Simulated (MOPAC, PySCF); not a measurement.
[Hf(H)4], neutral singlet in the gas phase. 

Z-matrix (Å, degrees):
```
Hf
H 1 1.8469
H 1 1.8469 2 109.47
H 1 1.8469 2 109.47 3 -120.00
H 1 1.8469 2 109.47 4 -120.00
```
Charge 0, multiplicity 1.

All levels are single points at this geometry (r2SCAN-D4/def2-SVP); Pople sets use spherical d functions. Orbital energies aren't observables, and empty levels follow the basis.

```tsv
level	HOMO (eV)	LUMO (eV)	gap (eV)	dipole (D)	vertical IE, Delta-SCF (eV)
B3LYP-D3(BJ)/def2-TZVP in PySCF	-8.27	-2.34	5.93	0.00	–
PBE-D3(BJ)/def2-TZVP in PySCF	-7.12	-3.07	4.05	0.00	–
TPSSh-D3(BJ)/def2-TZVP in PySCF	-7.89	-2.47	5.42	0.00	–
B3LYP/LANL2DZ in PySCF	-8.55	-2.74	5.82	0.00	–
BP86/6-31G* (LANL2DZ on Hf) in PySCF	-7.60	-3.63	3.96	0.00	–
M06-2X/6-31G* (LANL2DZ on Hf) in PySCF	-9.95	-1.75	8.20	0.00	–
SVWN5/6-31G* (LANL2DZ on Hf) in PySCF	-7.47	-3.77	3.70	0.00	–
HF/6-31G* (LANL2DZ on Hf) in PySCF	-12.04	0.65	12.69	0.00	10.74
PM6 in MOPAC	-12.29	-3.16	9.13	0.00	–
```
